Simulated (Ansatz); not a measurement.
Consider the cleavage of the Si–Si bond: `[AlH2][SiH]([SiH3])Cl` + `[SiH3]S[SiH2]S` → `[SiH3]S[SiH2]S[SiH3]` + `[AlH2][SiH2]Cl`.

Calculated with Ansatz (gas phase, PBE0-D4/def2-TZVP geometries, no zero-point term in ΔE). CCSD(T)/CBS is the MP2 limit (def2-TZVPP, def2-QZVPP) plus CCSD(T) − MP2 in def2-TZVPP, frozen cores. DFT in def2-TZVPP. B3LYP here is the variant with VWN-RPA as its local correlation; programs differ in this. One conformer a species, not always the lowest.

(1) Is it downhill or uphill in electronic energy at CCSD(T)/CBS, and by how much? (Best estimate.)

(2) What do these levels give: PBE0-D4, B3LYP-D4, ωB97X-V, ωB97M-V, PBE, r2SCAN, PBE0, B3LYP, SCS-MP2/def2-TZVPP, MP2/def2-QZVPP, HF/CBS(def2), MP2/CBS(def2)? (Best estimate.)

Largest T1 diagnostic among the species: 0.012.

Answers

(1) The calculation gave: Downhill: ΔE = -61.6 kJ/mol.

(2) Ansatz gave: PBE0-D4 -54.2, B3LYP-D4 -59.4, ωB97X-V -59.5, ωB97M-V -64.4, PBE -44.1, r2SCAN -54.8, PBE0 -49.7, B3LYP -51.0, SCS-MP2/def2-TZVPP -67.5, MP2/def2-QZVPP -71.1, HF/CBS(def2) -64.0, MP2/CBS(def2) -72.3 kJ/mol.

From PBE to PBE0 (25 % exact exchange), in def2-TZVPP and without D4, ΔE moves by −5.6 kJ/mol. The D4 term adds −8.4 kJ/mol with B3LYP and −4.5 kJ/mol with PBE0; it sums over pairs of atoms, weighted by their polarisabilities, and B3LYP, whose exchange is more repulsive, gets the larger term.
